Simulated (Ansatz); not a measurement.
`BN([SiH3])[SiH2][SiH3]` + `NC(O)(O)F` → `OC(O)(F)N[SiH3]` + `BN([SiH3])[SiH3]`  (cleavage of the Si–Si bond)

Calculated with Ansatz (gas phase, PBE0-D4/def2-TZVP geometries, no zero-point term in ΔE). CCSD(T)/CBS is the MP2 limit (def2-TZVPP, def2-QZVPP) plus CCSD(T) − MP2 in def2-TZVPP, frozen cores. DFT in def2-TZVPP. Each species was taken in one conformer, which may not be the lowest.

`BN([SiH3])[SiH2][SiH3]`:

Z-matrix (Å, degrees):
```
Si
N 1 1.756
H 1 1.481 2 109.6
H 1 1.487 2 108.0 3 120.3
H 1 1.486 2 110.5 3 -121.3
Si 2 1.761 1 118.5 3 -152.6
B 2 1.406 1 119.9 3 29.0
Si 6 2.339 2 112.1 1 -166.1
H 6 1.491 2 107.7 1 -44.7
H 6 1.490 2 109.4 1 70.8
H 7 1.200 2 120.0 1 -2.0
H 7 1.201 2 120.1 1 178.0
H 8 1.490 6 107.3 2 172.9
H 8 1.486 6 111.8 2 -68.2
H 8 1.486 6 110.8 2 54.3
```

`NC(O)(O)F`:

Cartesian coordinates in Å:
```
N -0.028 1.169 0.297
C 0.151 -0.203 -0.006
O 0.022 -0.478 -1.340
O -0.726 -0.998 0.687
F 1.441 -0.518 0.385
H -0.911 1.486 -0.082
H 0.721 1.715 -0.108
H 0.005 -1.437 -1.446
H -0.676 -0.736 1.613
```

`OC(O)(F)N[SiH3]`:

Z-matrix (Å, degrees):
```
C
O 1 1.377
F 1 1.379 2 108.2
O 1 1.381 2 113.5 3 -113.3
N 1 1.402 2 106.7 3 121.1
H 2 0.963 1 107.7 3 49.7
H 4 0.963 1 106.5 2 -68.9
Si 5 1.741 1 123.3 2 -28.2
H 5 1.007 1 112.2 2 177.5
H 8 1.482 5 111.3 1 74.1
H 8 1.486 5 104.0 1 -168.1
H 8 1.485 5 113.2 1 -49.3
```

`BN([SiH3])[SiH3]`:

Cartesian coordinates in Å:
```
B 0.535 0.483 1.503
N 0.105 0.057 0.231
Si 0.961 -1.163 -0.689
Si -1.347 0.802 -0.417
H 1.518 0.015 2.002
H -0.100 1.325 2.081
H 1.394 -0.599 -1.994
H 2.138 -1.607 0.094
H 0.061 -2.314 -0.961
H -1.159 2.265 -0.566
H -2.507 0.537 0.468
H -1.599 0.199 -1.753
```

| level | ΔE (kJ/mol) |
| --- | --- |
| PBE0-D4 | -26.0 |
| ωB97X-V | -40.4 |
| ωB97M-V | -45.2 |
| r2SCAN | -35.3 |
| CCSD(T)/def2-TZVPP | -41.6 |
| HF/def2-QZVPP | -61.4 |
| HF/CBS(def2) | -61.6 |
| MP2/CBS(def2) | -50.6 |

(1) What does CCSD(T)/CBS give? (Best estimate.)

Largest T1 diagnostic among the species: 0.013.

Answers

(1) Computed: -42.0 kJ/mol. The listed levels differ from it by 16.0, 1.6, -3.2, 6.7, 0.4, -19.4, -19.6, -8.6 kJ/mol.

From PBE to PBE0 (25 % exact exchange), in def2-TZVPP and without D4, ΔE moves by −6.1 kJ/mol. In def2-TZVPP, CCSD(T) changes the Hartree–Fock value by +18.2 kJ/mol (the triples alone add +2.5 kJ/mol) and MP2 by +9.5 kJ/mol.

CCSD(T)/CBS has its own doubt, a few kJ/mol and more with outer-core shells, so smaller differences from it don't rank the levels.
